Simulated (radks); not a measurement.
The numbers below are computed, except where a source is named.
Task: W5+, 69 electrons, occupied as [Xe] 4f14 5d1. Level of theory: scalar-relativistic Kohn-Sham, BLYP, spin-polarised, spherical densities, finite nucleus; open shells are filled with parallel spins first (spin-orbit coupling, left out, can overturn this in heavy ions); Fermi nuclear charge, rms radius 5.3658 fm (a radial shooting solver on a logarithmic mesh with Libxc functionals). Some entries of the table are withheld. Estimate them.

orbital  occ.  eigenvalue (eV)  <1/r> (bohr^-1)  <r> (bohr)
1s down     1        -69536.92            87.05     0.01835
1s up       1        -69536.92            87.05     0.01835
2s up       1        -12052.24            20.36     0.07757
2s down     1        -12052.18            20.36     0.07757
2p up       3        -10550.77            18.45     0.06943
2p down     3        -10550.72            18.45     0.06943
3s up       1        -2821.052            7.538      0.2011
3s down     1        -2821.035            7.538      0.2011
3p up       3        -2376.231            6.961      0.2013
3p down     3        -2376.211            6.961      0.2013
3d up       5        -1863.820            6.577      0.1824
3d down     5        -1863.778            6.577      0.1824
4s up       1        -628.6797            3.204      0.4496
4s down     1        -628.6213            3.204      0.4496
4p up       3        -482.7211            2.911      0.4780
4p down     3        -482.6662            2.911      0.4780
4d up       5        -297.5425            2.590      0.5114
4d down     5        -297.4762            2.590      0.5113
5s up       1        -137.4738            1.268       1.054
5s down     1        -136.8717            1.271       1.052
5p up       3        -100.6094              (1)       1.209
5p down     3         -99.8353              (2)       1.207
4f up       7              (3)            2.091      0.6033
4f down     7              (4)            2.094      0.6018
5d up       1         -57.2655           0.8012       1.595
5d down     0         -56.3673           0.8003       1.600

Result: 
(1) 5p up <1/r> (bohr^-1): 1.084
(2) 5p down <1/r> (bohr^-1): 1.087
(3) 4f up eigenvalue (eV): -92.2448
(4) 4f down eigenvalue (eV): -92.1033
